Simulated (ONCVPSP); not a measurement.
Logarithmic derivatives: copper, ONCV

ONCVPSP 4.0.1 input, shortened (lines: element, Z, core and valence counts, functional; n l f; lmax; l rc ep ncon nbas qcut; lloc lpopt rc5 dvloc0; l nproj debl; icmod fcfact rcfact), PBE, scalar-relativistic:

```
  Cu 29.00    3    4        4      upf
    1    0    2.00
    2    0    2.00
    2    1    6.00
    3    0    2.00
    3    1    6.00
    3    2   10.00
    4    0    1.00
    2
    0    1.15    0.00    5    8    8.70
    1    0.70    0.00    5   10   10.30
    2    0.75    0.00    4    8   12.00
    4    5    0.50    4.00
    0    2    0.70
    1    2    1.90
    2    2    1.60
    0    0.00    0.00
```

In the p channel the program set the typed energies aside and used -2.651, 0.250 Ha.

The phase is arctan(r·R′/R) of the radial function R(r), unwrapped; energies in Ha, scanned from -6 to 5 Ha. A pole is an energy at which the radial function vanishes at the test radius. The pseudo phase is shifted by a multiple of π to meet the all-electron one at the reference energy, and phase errors are pseudo minus all-electron; the curves can meet again beyond the range given. Levels narrower than the energy grid can be missing from the lists of poles.

**Question.** For each channel, where are the poles, and over which energies does the pseudopotential scatter like the atom?

**Answer.**

| channel | radius (bohr) | reference energy (Ha) | poles, all-electron | poles, pseudo | unbroken range about the reference energy with phases within 0.05 rad | phase error 1 Ha above the reference energy (rad) |
| --- | --- | --- | --- | --- | --- | --- |
| s | 1.16 | -0.17 | -3.31 | -3.31 | the whole range | -0.000 |
| p | 0.71 | -2.65 | none | none | the whole range | +0.000 |
| d | 0.76 | -0.19 | none | none | the whole range | +0.000 |

Phases in the s channel:

```
E (Ha)  all-electron  pseudo
 -5.96         0.721   0.721
 -5.40         0.148   0.148
 -4.84        -0.783  -0.783
 -4.28        -1.273  -1.273
 -3.72        -1.482  -1.482
 -3.16        -1.596  -1.596
 -2.60        -1.673  -1.673
 -2.04        -1.734  -1.734
 -1.48        -1.790  -1.790
 -0.92        -1.845  -1.845
 -0.36        -1.905  -1.905
  0.20        -1.977  -1.977
  0.76        -2.067  -2.067
  1.32        -2.190  -2.190
  1.88        -2.366  -2.367
  2.44        -2.629  -2.631
  3.00        -3.001  -3.004
  3.56        -3.424  -3.431
  4.12        -3.780  -3.787
  4.68        -4.026  -4.034
```
